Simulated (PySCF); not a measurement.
AlF₃ (SMILES [F][Al]([F])[F]), singlet, at a GFN2-xTB geometry (such geometries of metal compounds can be far from the true shape), with bond 4-1 at 3.0 times its length; B3LYP/6-31G** (PySCF).

Here is a job for PySCF.
```python
from pyscf import gto, scf, dft

mol = gto.M(
    atom='''
Al    0.00000000   -0.00000000   -0.00000000
F    -0.02093275    1.63085400    0.03791596
F     1.42318261   -0.79710311   -0.02717492
F    -4.20674958   -2.50125267   -0.03222312
''',
    basis='6-31g**',
    verbose=4,
)

mf = dft.RKS(mol)
mf.xc = 'b3lyp'
mf.kernel()
mo_i, mo_e, stable_i, stable_e = mf.stability(internal=True, external=True, return_status=True, nroots=6, tol=1e-6)
print('internally stable:', stable_i, ' externally stable:', stable_e)
if not stable_e:
    umf = mf.to_uhf() if not hasattr(mf, 'xc') else mf.to_uks()
    umf.scf_summary = {}
    umf.kernel(umf.make_rdm1(mo_e, umf.mo_occ))
mf.analyze()
```

It wrote (shortened):

```
PySCF version 2.14.0

[INPUT] verbose = 4
[INPUT] num. atoms = 4
[INPUT] num. electrons = 40
[INPUT] charge = 0
[INPUT] spin (= nelec alpha-beta = 2S) = 0
[INPUT] symmetry False subgroup None
[INPUT] Mole.unit = angstrom
[INPUT] Symbol           X                Y                Z      unit          X                Y                Z       unit  Magmom
[...]
nuclear repulsion = 118.294365632126
number of shells = 26
number of NR pGTOs = 132
number of NR cGTOs = 60
basis = 6-31g**
ecp = {}

******** <class 'pyscf.dft.rks.RKS'> ********
method = RKS
initial guess = minao
damping factor = 0
level_shift factor = 0
DIIS = <class 'pyscf.scf.diis.CDIIS'>
diis_start_cycle = 1
diis_space = 8
diis_damp = 0
SCF conv_tol = 1e-09
SCF conv_tol_grad = None
SCF max_cycles = 50
direct_scf = True
direct_scf_tol = 1e-13
XC library pyscf.dft.libxc version 7.1.2
    S. Lehtola, C. Steigemann, M. J. T. Oliveira, and M. A. L. Marques,  SoftwareX 7, 1–5 (2018)
XC functionals = b3lyp
    P. J. Stephens, F. J. Devlin, C. F. Chabalowski, and M. J. Frisch,  J. Phys. Chem. 98, 11623 (1994)
radial grids:
    Treutler-Ahlrichs [JCP 102, 346 (1995); DOI:10.1063/1.469408] (M4) radial grids

becke partition: Becke, JCP 88, 2547 (1988); DOI:10.1063/1.454033
pruning grids: <function nwchem_prune>
grids dens level: 3
symmetrized grids: False
atomic radii adjust function: <function treutler_atomic_radii_adjust>
small_rho_cutoff = 0
Set gradient conv threshold to 3.16228e-05
Initial guess from minao.
tot grids = 61968
init E= -541.856264215662
cycle= 1 E= -541.450961074585  delta_E= 0.405  |g|=  1.3  |ddm|= 1.78
cycle= 2 E= -528.234219889257  delta_E= 13.2  |g|= 3.07  |ddm|= 4.64
cycle= 3 E= -541.267013456338  delta_E=  -13  |g|= 1.75  |ddm|= 4.55
cycle= 4 E= -541.483310639375  delta_E= -0.216  |g|=  1.3  |ddm|= 0.307

cycle= 5 E= -541.016586353009  delta_E= 0.467  |g|= 1.18  |ddm|= 2.29
cycle= 6 E= -541.692832608501  delta_E= -0.676  |g|= 0.583  |ddm|= 2.22
cycle= 7 E= -529.32819623237  delta_E= 12.4  |g|= 2.96  |ddm|= 4.39
cycle= 8 E= -529.485090001077  delta_E= -0.157  |g|= 3.15  |ddm|= 0.126
cycle= 9 E= -529.437966002065  delta_E= 0.0471  |g|= 3.09  |ddm|= 0.0354
cycle= 10 E= -529.307506325231  delta_E= 0.13  |g|= 2.94  |ddm|= 0.104
cycle= 11 E= -529.675316079169  delta_E= -0.368  |g|= 3.38  |ddm|= 0.284
cycle= 12 E= -535.606934788276  delta_E= -5.93  |g|= 3.31  |ddm|= 2.45
cycle= 13 E= -541.664920886657  delta_E= -6.06  |g|= 0.715  |ddm|= 3.34
[...]
SCF not converged.
<class 'pyscf.dft.rks.RKS'> wavefunction has an internal instability
<class 'pyscf.dft.rks.RKS'> wavefunction has an real -> complex instability
<class 'pyscf.dft.rks.RKS'> wavefunction has an RHF/RKS -> UHF/UKS instability
internally stable: False  externally stable: False
[...]
cycle= 28 E= -529.160765528829  delta_E= 12.5  |g|= 1.94  |ddm|= 3.13
cycle= 29 E= -529.560038565308  delta_E= -0.399  |g|= 2.29  |ddm|= 0.237
cycle= 30 E= -529.338195164693  delta_E= 0.222  |g|= 2.11  |ddm|= 0.136
cycle= 31 E= -536.796517058555  delta_E= -7.46  |g|= 1.56  |ddm|= 2.14
cycle= 32 E= -536.797727964216  delta_E= -0.00121  |g|= 1.55  |ddm|= 0.0116
cycle= 33 E= -536.803433517004  delta_E= -0.00571  |g|= 1.55  |ddm|= 0.065
cycle= 34 E= -529.436731403484  delta_E= 7.37  |g|= 2.23  |ddm|=  2.1
cycle= 35 E= -541.676162241172  delta_E= -12.2  |g|= 0.471  |ddm|= 3.07
cycle= 36 E= -541.677389280712  delta_E= -0.00123  |g|= 0.467  |ddm|= 0.0183
cycle= 37 E= -541.676340930264  delta_E= 0.00105  |g|= 0.471  |ddm|= 0.0357
cycle= 38 E= -541.681019340427  delta_E= -0.00468  |g|= 0.457  |ddm|= 0.0252
cycle= 39 E= -541.878415376265  delta_E= -0.197  |g|= 0.0864  |ddm|= 0.786
cycle= 40 E= -541.484126260383  delta_E= 0.394  |g|= 0.701  |ddm|= 0.87
cycle= 41 E= -541.282608759129  delta_E= 0.202  |g|= 0.751  |ddm|= 0.305
cycle= 42 E= -541.365680485107  delta_E= -0.0831  |g|= 0.74  |ddm|= 0.16
cycle= 43 E= -541.298085864414  delta_E= 0.0676  |g|= 0.754  |ddm|= 0.209
cycle= 44 E= -541.404737925248  delta_E= -0.107  |g|= 0.726  |ddm|= 0.214
cycle= 45 E= -541.385920977656  delta_E= 0.0188  |g|= 0.733  |ddm|= 0.046
cycle= 46 E= -541.403367789107  delta_E= -0.0174  |g|= 0.726  |ddm|= 0.0471
cycle= 47 E= -541.384413584808  delta_E= 0.019  |g|= 0.732  |ddm|= 0.046
cycle= 48 E= -541.516880634384  delta_E= -0.132  |g|= 0.858  |ddm|= 1.46
cycle= 49 E= -541.60376621065  delta_E= -0.0869  |g|= 0.664  |ddm|= 0.299
cycle= 50 E= -541.653550426623  delta_E= -0.0498  |g|= 0.54  |ddm|= 0.142
SCF not converged.
SCF energy = -541.653550426623 after 50 cycles  <S^2> = 0.0028210038  2S+1 = 1.0056262
**** SCF Summaries ****
Total Energy =                        -540.691477251589959
Nuclear Repulsion Energy =             118.294365632125576
One-electron Energy =                 -990.817493286002900
Two-electron Energy =                  331.831650402287380
Two-electron Coulomb Energy =          381.194046199034005
DFT Exchange-Correlation Energy =      -49.362395796746625
**** MO energy ****
[...]
 ** Mulliken pop on meta-lowdin orthogonal AOs  **
 ** Mulliken pop  **
 ** Mulliken atomic charges  **
charge of    0Al =     -0.22910
charge of    1F =     -0.56725
charge of    2F =     -0.42376
charge of    3F =      1.22011
Dipole moment(X, Y, Z, Debye): -22.99314, -14.56003, -0.19653
```

The run did not converge; its last values are not results.
